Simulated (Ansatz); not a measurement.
C$_{2}$H$_{9}$AsIn (SMILES [CH3][In+]([CH3])<-[AsH3]), charge +1, singlet, at a GFN2-xTB geometry (such geometries of metal compounds can be far from the true shape) (all electrons, no relativity); HF/STO-3G (Ansatz, a program for electronic structure).

Here is a job for Ansatz.
Ansatz 0.2 input:
```yaml
crystal:
  periodic: [false, false, false]
  atoms:
    - {symbol: In, position_ang: [0.01448052, 1.00741804, 0.39069057]}
    - {symbol: C, position_ang: [1.76554671, 1.72158091, -0.86427881]}
    - {symbol: H, position_ang: [2.60360748, 1.05978727, -0.64609188]}
    - {symbol: H, position_ang: [1.99109584, 2.75167896, -0.59060182]}
    - {symbol: H, position_ang: [1.46231798, 1.64559351, -1.90833732]}
    - {symbol: C, position_ang: [-1.72780111, 0.72335192, 1.81732863]}
    - {symbol: H, position_ang: [-2.59876180, 0.47184257, 1.21244938]}
    - {symbol: H, position_ang: [-1.88036049, 1.65199332, 2.36603465]}
    - {symbol: H, position_ang: [-1.46126832, -0.09428393, 2.48684828]}
    - {symbol: As, position_ang: [-0.02875578, -1.92117332, -0.74890485]}
    - {symbol: H, position_ang: [0.48887232, -3.07944496, 0.03121213]}
    - {symbol: H, position_ang: [0.67231523, -2.37743087, -1.98069063]}
    - {symbol: H, position_ang: [-1.26489629, -2.66409712, -1.11909996]}
basis:
  gaussian:
    orbitals: STO-3G
hamiltonian:
  xc: hf
total_charge: 1
```

Write the output that Ansatz gives for this input, abridged.


```
Functional definition: HF
801 factors; integrals over basis functions are off by at most 1.0e-4 eV
mean field evaluation 1: about -216930.7955 eV, gradient 1.4e1 eV
mean field evaluation 2: about -216930.8774 eV, gradient 1.4e1 eV
mean field evaluation 4: about -216931.8139 eV, gradient 1.2e0 eV
mean field evaluation 8: about -216931.8207 eV, gradient 1.8e-5 eV
mean field -216931.82068629 eV, -7972.0973685520 hartree, gradient 3.7e-5 eV, S^2 0.000000; 0 other end points of the search recorded, 0 dependent functions left out
reference -216931.82068629 eV, -7972.0973685520 hartree; 51, 51 occupied and 13, 13 virtual orbitals, 801 factors
Total energy: -216931.82068629 eV, -7972.0973685520 hartree
```
